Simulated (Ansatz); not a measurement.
Total energies of GeTe2 (the lowest singlet isomer of a short search) from Ansatz at PBE0-D4/def2-TZVP, gas phase (1 Eh = 27.2114 eV = 2625.5 kJ/mol). The reference geometry is relaxed at r2SCAN-D4/def2-TZVP.

Cartesian coordinates in Å:
```
Ge -0.904 -0.695 -0.862
Te 1.249 0.678 -0.672
Te -0.345 0.017 1.534
```

```
                 state                        geometry  energy (Eh)
      charge 0 singlet                       reference  -2612.89672
      charge 1 doublet                       reference  -2612.61847
      charge 0 triplet  relaxed at r2SCAN-D4/def2-TZVP  -2612.85910
      charge 0 quintet  relaxed at r2SCAN-D4/def2-TZVP  -2612.79207
free Ge atom (triplet)                               –  -2076.65516
free Te atom (triplet)                               –   -267.99464
```

In the def2 sets Te takes a core potential; there is no spin–orbit coupling.

(1) Work out the vertical ionisation energy to the doublet.

(2) Which of the charge 0 states is lowest, and how far above it are the others?

(3) What is the binding energy per atom against free atoms?

(1) E(charge 1 doublet) − E(charge 0 singlet) = -2612.61847 − (-2612.89672) = 0.27825 Eh = 7.57 eV. For comparison, −ε of the highest occupied level is 5.78 eV at this level, 1.79 eV less.

(2) The singlet. triplet: -2612.85910 − (-2612.89672) = 0.03762 Eh = 98.8 kJ/mol; quintet: -2612.79207 − (-2612.89672) = 0.10465 Eh = 274.8 kJ/mol.

(3) Atoms: 1 × (-2076.65516) + 2 × (-267.99464) = -2612.64444 Eh. Binding: -2612.64444 − (-2612.89672) = 0.25228 Eh = 6.86 eV, or 2.29 eV for each of 3 atoms (no zero-point energy, no counterpoise term).

The structure comes from a short search, and lower isomers may exist.
